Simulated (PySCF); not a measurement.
CH11NOSi3, SMILES O(C([SiH3])[SiH3])[SiH2]N.

Geometry optimised at PBE0-D3(BJ)/def2-SVP. This is a generated structure with no PubChem entry under its InChIKey; it may be hypothetical. One conformer was computed; it need not be the lowest.

The numbers are results of PBE0-D3(BJ)/def2-SVP (PySCF 2.14.0), not measurements.

Frequencies are harmonic and unscaled.

```json
[
 {"mode": "1", "ν (cm⁻¹)": "25", "IR (km/mol)": "0.9", "moving atoms (share of kinetic energy)": "Si 44 %, H 38 %, N 13 %"},
 {"mode": "2", "ν (cm⁻¹)": "32", "IR (km/mol)": "0.2", "moving atoms (share of kinetic energy)": "Si 34 %, N 26 %, O 19 %, H 18 %"},
 {"mode": "3", "ν (cm⁻¹)": "100", "IR (km/mol)": "3.3", "moving atoms (share of kinetic energy)": "O 29 %, H 27 %, N 20 %, Si 17 %"},
 {"mode": "4", "ν (cm⁻¹)": "135", "IR (km/mol)": "0.2", "moving atoms (share of kinetic energy)": "Si 61 %, H 24 %"},
 {"mode": "5", "ν (cm⁻¹)": "136", "IR (km/mol)": "0.0", "moving atoms (share of kinetic energy)": "H 94 %"},
 {"mode": "6", "ν (cm⁻¹)": "169", "IR (km/mol)": "0.0", "moving atoms (share of kinetic energy)": "H 90 %"},
 {"mode": "7", "ν (cm⁻¹)": "207", "IR (km/mol)": "1.2", "moving atoms (share of kinetic energy)": "H 63 %, O 18 %, Si 17 %"},
 {"mode": "8", "ν (cm⁻¹)": "250", "IR (km/mol)": "7.8", "moving atoms (share of kinetic energy)": "Si 45 %, H 30 %, C 19 %"},
 {"mode": "9", "ν (cm⁻¹)": "263", "IR (km/mol)": "19.4", "moving atoms (share of kinetic energy)": "H 57 %, O 33 %, Si 9 %"},
 {"mode": "10", "ν (cm⁻¹)": "284", "IR (km/mol)": "16.4", "moving atoms (share of kinetic energy)": "H 32 %, Si 23 %, N 17 %, O 14 %, C 14 %"},
 {"mode": "11", "ν (cm⁻¹)": "415", "IR (km/mol)": "233.4", "moving atoms (share of kinetic energy)": "H 65 %, N 31 %"},
 {"mode": "12", "ν (cm⁻¹)": "521", "IR (km/mol)": "22.3", "moving atoms (share of kinetic energy)": "H 41 %, Si 36 %, C 14 %, O 9 %"},
 {"mode": "13", "ν (cm⁻¹)": "549", "IR (km/mol)": "0.0", "moving atoms (share of kinetic energy)": "H 84 %, Si 13 %"},
 {"mode": "14", "ν (cm⁻¹)": "562", "IR (km/mol)": "28.3", "moving atoms (share of kinetic energy)": "H 86 %, Si 10 %"},
 {"mode": "15", "ν (cm⁻¹)": "572", "IR (km/mol)": "1.3", "moving atoms (share of kinetic energy)": "H 81 %, Si 15 %"},
 {"mode": "16", "ν (cm⁻¹)": "641", "IR (km/mol)": "36.3", "moving atoms (share of kinetic energy)": "H 65 %, Si 22 %, O 11 %"},
 {"mode": "17", "ν (cm⁻¹)": "778", "IR (km/mol)": "79.7", "moving atoms (share of kinetic energy)": "H 46 %, C 38 %, Si 13 %"},
 {"mode": "18", "ν (cm⁻¹)": "778", "IR (km/mol)": "14.5", "moving atoms (share of kinetic energy)": "H 91 %"},
 {"mode": "19", "ν (cm⁻¹)": "807", "IR (km/mol)": "85.4", "moving atoms (share of kinetic energy)": "O 33 %, C 20 %, Si 20 %, H 19 %"},
 {"mode": "20", "ν (cm⁻¹)": "838", "IR (km/mol)": "0.1", "moving atoms (share of kinetic energy)": "C 44 %, H 42 %, Si 12 %"},
 {"mode": "21", "ν (cm⁻¹)": "880", "IR (km/mol)": "2.1", "moving atoms (share of kinetic energy)": "H 51 %, N 32 %, Si 10 %"},
 {"mode": "22", "ν (cm⁻¹)": "893", "IR (km/mol)": "44.3", "moving atoms (share of kinetic energy)": "H 82 %, N 10 %, Si 8 %"},
 {"mode": "23", "ν (cm⁻¹)": "899", "IR (km/mol)": "368.7", "moving atoms (share of kinetic energy)": "H 83 %, Si 10 %"},
 {"mode": "24", "ν (cm⁻¹)": "919", "IR (km/mol)": "484.5", "moving atoms (share of kinetic energy)": "H 82 %, Si 15 %"},
 {"mode": "25", "ν (cm⁻¹)": "934", "IR (km/mol)": "12.2", "moving atoms (share of kinetic energy)": "H 97 %"},
 {"mode": "26", "ν (cm⁻¹)": "940", "IR (km/mol)": "44.5", "moving atoms (share of kinetic energy)": "H 96 %"},
 {"mode": "27", "ν (cm⁻¹)": "944", "IR (km/mol)": "20.7", "moving atoms (share of kinetic energy)": "H 97 %"},
 {"mode": "28", "ν (cm⁻¹)": "947", "IR (km/mol)": "94.8", "moving atoms (share of kinetic energy)": "H 94 %"},
 {"mode": "29", "ν (cm⁻¹)": "954", "IR (km/mol)": "141.0", "moving atoms (share of kinetic energy)": "H 61 %, Si 26 %, N 11 %"},
 {"mode": "30", "ν (cm⁻¹)": "958", "IR (km/mol)": "75.8", "moving atoms (share of kinetic energy)": "H 90 %, Si 9 %"},
 {"mode": "31", "ν (cm⁻¹)": "1060", "IR (km/mol)": "32.5", "moving atoms (share of kinetic energy)": "H 66 %, C 31 %"},
 {"mode": "32", "ν (cm⁻¹)": "1106", "IR (km/mol)": "214.2", "moving atoms (share of kinetic energy)": "O 54 %, C 35 %, H 9 %"},
 {"mode": "33", "ν (cm⁻¹)": "1310", "IR (km/mol)": "14.8", "moving atoms (share of kinetic energy)": "H 83 %, C 14 %"},
 {"mode": "34", "ν (cm⁻¹)": "1545", "IR (km/mol)": "53.2", "moving atoms (share of kinetic energy)": "H 89 %, N 11 %"},
 {"mode": "35", "ν (cm⁻¹)": "2219", "IR (km/mol)": "41.3", "moving atoms (share of kinetic energy)": "H 98 %"},
 {"mode": "36", "ν (cm⁻¹)": "2226", "IR (km/mol)": "133.2", "moving atoms (share of kinetic energy)": "H 98 %"},
 {"mode": "37", "ν (cm⁻¹)": "2230", "IR (km/mol)": "3.5", "moving atoms (share of kinetic energy)": "H 96 %"},
 {"mode": "38", "ν (cm⁻¹)": "2235", "IR (km/mol)": "84.8", "moving atoms (share of kinetic energy)": "H 97 %"},
 {"mode": "39", "ν (cm⁻¹)": "2236", "IR (km/mol)": "251.1", "moving atoms (share of kinetic energy)": "H 96 %"},
 {"mode": "40", "ν (cm⁻¹)": "2238", "IR (km/mol)": "74.1", "moving atoms (share of kinetic energy)": "H 97 %"},
 {"mode": "41", "ν (cm⁻¹)": "2242", "IR (km/mol)": "14.6", "moving atoms (share of kinetic energy)": "H 96 %"},
 {"mode": "42", "ν (cm⁻¹)": "2248", "IR (km/mol)": "182.6", "moving atoms (share of kinetic energy)": "H 96 %"},
 {"mode": "43", "ν (cm⁻¹)": "2993", "IR (km/mol)": "11.2", "moving atoms (share of kinetic energy)": "H 92 %"},
 {"mode": "44", "ν (cm⁻¹)": "3618", "IR (km/mol)": "43.0", "moving atoms (share of kinetic energy)": "H 96 %"},
 {"mode": "45", "ν (cm⁻¹)": "3717", "IR (km/mol)": "42.7", "moving atoms (share of kinetic energy)": "H 91 %, N 9 %"}
]
```
